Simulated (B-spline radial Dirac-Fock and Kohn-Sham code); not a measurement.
X-ray scattering factor of Kr²⁹⁺

System: krypton as Kr²⁹⁺, configuration [He] 2s2 2p3.

The run's input, task.json:

```json
{"items": [{
  "Z": 36,
  "q": 29,
  "cfg": [[1, 0, 2], [2, 0, 2], [2, 1, 3]],
  "A": 84,
  "rrms": 4.1884,
  "do": ["scatter"],
  "s": [0.0, 0.05, 0.1, 0.15, 0.2, 0.25, 0.3, 0.35, 0.4, 0.45, 0.5, 0.6, 0.7, 0.8, 0.9, 1.0, 1.1, 1.2, 1.4, 1.6, 1.8, 2.0, 2.5, 3.0, 3.5, 4.0, 5.0, 6.0],
  "pz": [0, 0.1, 0.2, 0.3, 0.4, 0.5, 0.6, 0.8, 1.0, 1.2, 1.4, 1.6, 1.8, 2.0, 2.5, 3.0, 4.0, 5.0, 7.0, 10.0, 15.0, 20.0, 30.0, 40.0, 60.0, 100.0],
  "hv_scatter": [1000, 5000, 10000, 17479.3, 30000, 50000, 200000, 500000]
}]}
```

Command: `python xray_run.py task.json out`

The computed values come from a radial B-spline solver: Dirac-Fock orbitals of the configuration average with a finite nucleus. f₀ is the Fourier transform of the spherical electron density, S the Waller-Hartree incoherent function, and s = sin θ/λ.

| s (Å⁻¹) | f₀ | S |
| --- | --- | --- |
| 0 | 7.000 | 0.000 |
| 0.05 | 6.997 | 0.004 |
| 0.1 | 6.988 | 0.016 |
| 0.15 | 6.974 | 0.035 |
| 0.2 | 6.954 | 0.063 |
| 0.25 | 6.928 | 0.098 |
| 0.3 | 6.896 | 0.140 |
| 0.35 | 6.859 | 0.189 |
| 0.4 | 6.817 | 0.246 |
| 0.45 | 6.770 | 0.309 |
| 0.5 | 6.717 | 0.378 |
| 0.6 | 6.598 | 0.535 |
| 0.7 | 6.462 | 0.712 |
| 0.8 | 6.309 | 0.908 |
| 0.9 | 6.142 | 1.118 |
| 1 | 5.964 | 1.339 |
| 1.1 | 5.775 | 1.567 |
| 1.2 | 5.579 | 1.801 |
| 1.4 | 5.171 | 2.269 |
| 1.6 | 4.756 | 2.724 |
| 1.8 | 4.348 | 3.150 |
| 2 | 3.956 | 3.537 |
| 2.5 | 3.101 | 4.313 |
| 3 | 2.455 | 4.844 |
| 3.5 | 2.006 | 5.201 |
| 4 | 1.707 | 5.455 |
| 5 | 1.372 | 5.820 |
| 6 | 1.184 | 6.104 |

f₀ starts at the number of electrons, 7, and has fallen to half at s ≈ 2.27 Å⁻¹. The sum of ⟨r²⟩ over the electrons is 0.1580 bohr².
